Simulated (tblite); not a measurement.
Species: C6H13OPSi.
Numbering: `[O:1]=[C:2]1[CH2:3][CH2:4][P:5]([CH2:6][SiH3:7])[CH2:8][CH2:9]1` (hydrogens: H10, H11 on C3; H12, H13 on C4; H14, H15 on C6; H16, H17, H18 on Si7; H19, H20 on C8; H21, H22 on C9)

Cartesian coordinates in Å at the GFN2-xTB level; atoms count from 1:
```
atom  x, y, z in Å
O1    -3.3784    1.0212    0.5351
C2    -2.5334    0.2797    0.1011
C3    -2.1358   -1.0011    0.7987
C4    -0.6736   -0.9332    1.2469
P5     0.4454   -0.8390   -0.2418
C6     1.9572   -0.1732    0.5883
Si7    3.3141    0.3379   -0.6487
C8    -0.2757    0.7533   -0.8774
C9    -1.7679    0.5720   -1.1697
H10   -2.7903   -1.1518    1.6605
H11   -2.2633   -1.8370    0.1057
H12   -0.4225   -1.8334    1.8151
H13   -0.5167   -0.0660    1.8966
H14    2.3373   -0.9772    1.2229
H15    1.6819    0.6597    1.2392
H16    2.8675    1.4898   -1.4363
H17    4.4980    0.7125    0.1283
H18    3.6075   -0.7896   -1.5317
H19    0.2441    1.0274   -1.7989
H20   -0.1265    1.5552   -0.1471
H21   -1.9018   -0.2639   -1.8613
H22   -2.1775    1.4761   -1.6265
```

Computed values, GFN2-xTB/tblite, gas phase, harmonic and unscaled. This tight-binding method is rough: wavenumbers can miss measured ones by several per cent, in bad cases by 10 to 20. Modes of hydrogen on silicon can be 10 to 20 % off. One conformer, not necessarily the lowest.

Harmonic wavenumbers (cm⁻¹): 43.0, 60.6, 101.0, 111.3, 151.5, 179.9, 208.3, 288.7, 319.2, 344.2, 423.7, 493.2, 503.0, 528.0, 665.4, 677.0, 685.5, 717.9, 735.7, 764.9, 771.9, 780.4, 785.0, 796.3, 802.1, 898.6, 905.8, 980.9, 1020.7, 1035.5, 1052.0, 1056.9, 1104.8, 1118.8, 1135.5, 1174.0, 1225.5, 1244.4, 1256.4, 1293.0, 1303.5, 1421.5, 1439.5, 1449.4, 1452.3, 1462.3, 1774.9, 2250.3, 2256.6, 2281.0, 2919.3, 2923.8, 2936.6, 2946.5, 2953.9, 2955.1, 2957.2, 2963.4, 2977.9, 2978.5.

A = 2753, B = 596.2, C = 538.9 MHz; mass 160.047 u (most abundant isotopes); point group C1, symmetry number 1.

Problem. What is the zero-point energy?

Solution. ½Σν̃ = 37522 cm⁻¹ = 448.86 kJ/mol.

Problem. Give the ideal-gas entropy at 500 K and 1 bar in the rigid-rotor, harmonic-oscillator model (classical rotation).

Solution. Translation 182.90, rotation 133.12, vibration 246.17: S = 562.2 J/(mol K).

Problem. And Cp and H(500 K) − H(0)?

Solution. Cp = 282.00 J/(mol K), of which vibrations give 248.74 (their classical limit is 60 R = 498.9); H(500 K) − H(0) = 80.34 kJ/mol without the zero-point energy, 63.71 from vibrations.

Problem. Blend soft modes into free rotors: weight 1/[1 + (100 cm⁻¹/ν̃)⁴] for the oscillator and the rest for a rotor with moment μB/(μ + B), μ = h/(8π²ν), B = 10⁻⁴⁴ kg m². What vibrational entropy results?

Solution. 227.86 J/(mol K) in place of 246.17, which changes −T·S at 500 K by +9.16 kJ/mol.

Problem. Which modes carry the vibrational entropy at 500 K?

Solution. 43.0 cm⁻¹: 25.69; 60.6 cm⁻¹: 22.85; 101.0 cm⁻¹: 18.62; 111.3 cm⁻¹: 17.82; 151.5 cm⁻¹: 15.28; 179.9 cm⁻¹: 13.88 J/(mol K); the other 54 give 132.04 together.

Problem. What must be added to the electronic energy to get the Gibbs energy at 500 K and 1 bar?

Solution. ZPE + [H(500 K) − H(0)] − T·S = 448.86 + 80.34 − 281.10 = 248.10 kJ/mol.

Hindered rotation and anharmonicity are outside this model. Other conformers, if any are populated, would add a mixing term that is left out. The structure is chiral; the term R ln 2 for an equal mix with its mirror image is left out.
